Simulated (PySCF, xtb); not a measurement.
C9H13N, SMILES CC(C)(C)c1ccncc1.

xtb 6.7.1 with GFN2-xTB at its own geometry gives an orbital gap of 3.27 eV and a dipole moment of 2.86 D.

Geometry: PBE0-D3(BJ)/def2-SVP.

### Question
What does PySCF with PBE/def2-SVP give? (Estimate from the structure and the level; the computed values follow.)

### Answer
gap 4.05 eV (levels -5.49 and -1.45 eV), dipole 2.72 D.
